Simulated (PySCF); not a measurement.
C4H7, SMILES [CH2]C(=C)C, multiplicity 2. Atoms are numbered in the order given.

```xyz
11

C     -0.4042     1.2941    -0.4841
C      0.0586     0.0673    -0.0179
C      1.4218    -0.2107     0.0593
C     -0.9386    -0.9995     0.3917
H     -1.4723     1.5176    -0.5374
H      0.2931     2.0697    -0.8110
H      1.7874    -1.1700     0.4334
H      2.1641     0.5275    -0.2546
H     -1.8993    -0.5593     0.6973
H     -1.1404    -1.6854    -0.4483
H     -0.5579    -1.6070     1.2266
```
Charge 0, spin multiplicity 2.

Geometry optimised at B3LYP-D3(BJ)/def2-SVP. The isomer is the one that the SMILES or the coordinates give; other isomers of the formula were not compared.

These are PBE/pcH-1 (PySCF) values and carry that method's errors.

Unrestricted Kohn–Sham, ⟨S²⟩ = 0.766. Hyperfine tensors hold the contact and dipolar terms, without spin-orbit corrections.

Computed hyperfine couplings:
```json
[
 {"nucleus": "13C no. 1", "A(iso) (MHz)": "44.9", "A(iso) (G)": "16.0", "dipolar principal values (MHz)": "-49.9, -48.4, 98.3"},
 {"nucleus": "13C no. 2", "A(iso) (MHz)": "-41.8", "A(iso) (G)": "-14.9", "dipolar principal values (MHz)": "-22.3, 8.6, 13.7"},
 {"nucleus": "13C no. 3", "A(iso) (MHz)": "45.9", "A(iso) (G)": "16.4", "dipolar principal values (MHz)": "-51.0, -49.5, 100.5"},
 {"nucleus": "13C no. 4", "A(iso) (MHz)": "3.5", "A(iso) (G)": "1.3", "dipolar principal values (MHz)": "-1.1, 0.0, 1.0"},
 {"nucleus": "1H no. 5", "A(iso) (MHz)": "-38.9", "A(iso) (G)": "-13.9", "dipolar principal values (MHz)": "-23.5, -0.5, 24.0"},
 {"nucleus": "1H no. 6", "A(iso) (MHz)": "-36.8", "A(iso) (G)": "-13.1", "dipolar principal values (MHz)": "-19.9, -2.0, 21.8"},
 {"nucleus": "1H no. 7", "A(iso) (MHz)": "-39.6", "A(iso) (G)": "-14.1", "dipolar principal values (MHz)": "-24.0, -0.5, 24.5"},
 {"nucleus": "1H no. 8", "A(iso) (MHz)": "-37.6", "A(iso) (G)": "-13.4", "dipolar principal values (MHz)": "-20.4, -2.0, 22.4"},
 {"nucleus": "1H no. 9", "A(iso) (MHz)": "-4.5", "A(iso) (G)": "-1.6", "dipolar principal values (MHz)": "-2.1, -1.7, 3.8"},
 {"nucleus": "1H no. 10", "A(iso) (MHz)": "-16.6", "A(iso) (G)": "-5.9", "dipolar principal values (MHz)": "-2.4, -0.6, 3.0"},
 {"nucleus": "1H no. 11", "A(iso) (MHz)": "-6.5", "A(iso) (G)": "-2.3", "dipolar principal values (MHz)": "-2.1, -1.6, 3.7"}
]
```

Task: And the g tensor (effective nuclear charges for spin-orbit coupling, GIAO)? (An estimate is asked for; the answer gives what the named calculation found.)

Result: principal values 2.0022, 2.0029, 2.0030; isotropic 2.0027.
